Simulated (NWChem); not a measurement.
System: C2H5ClSi2; SMILES C1[SiH2][SiH2]C=1Cl

```xyz
10

Cl    -0.1595    -2.3331     0.0000
C     -0.1581    -0.6021     0.0000
C     -1.2735     0.1654     0.0000
Si    -0.5868     1.9226     0.0000
Si     1.3280     0.5787     0.0000
H     -2.2909    -0.2442     0.0000
H     -0.9128     2.7309    -1.2147
H     -0.9128     2.7309     1.2147
H      2.1893     0.4830    -1.2166
H      2.1893     0.4830     1.2166
```
Atoms are numbered in this order, from 1.

Coordinates come from a PBE0/def2-SVP optimisation.

Give the principal values of the shielding tensors (ppm) of Cl1, C2, C3, Si4, Si5 from KT2/pcSseg-1, GIAO (NWChem), with their diamagnetic and paramagnetic parts as GIAO splits them.


| atom | σ11 | σ22 | σ33 | isotropic | diamagnetic | paramagnetic |
|---|---|---|---|---|---|---|
| Cl1 | 295.2 | 497.9 | 896.7 | 563.3 | 1149.0 | -585.8 |
| C2 | -59.8 | 36.9 | 105.2 | 27.4 | 260.4 | -233.0 |
| C3 | -56.0 | 35.7 | 123.0 | 34.2 | 256.4 | -222.1 |
| Si4 | 392.3 | 451.3 | 465.9 | 436.5 | 883.3 | -446.8 |
| Si5 | 352.9 | 379.1 | 472.2 | 401.4 | 883.2 | -481.8 |
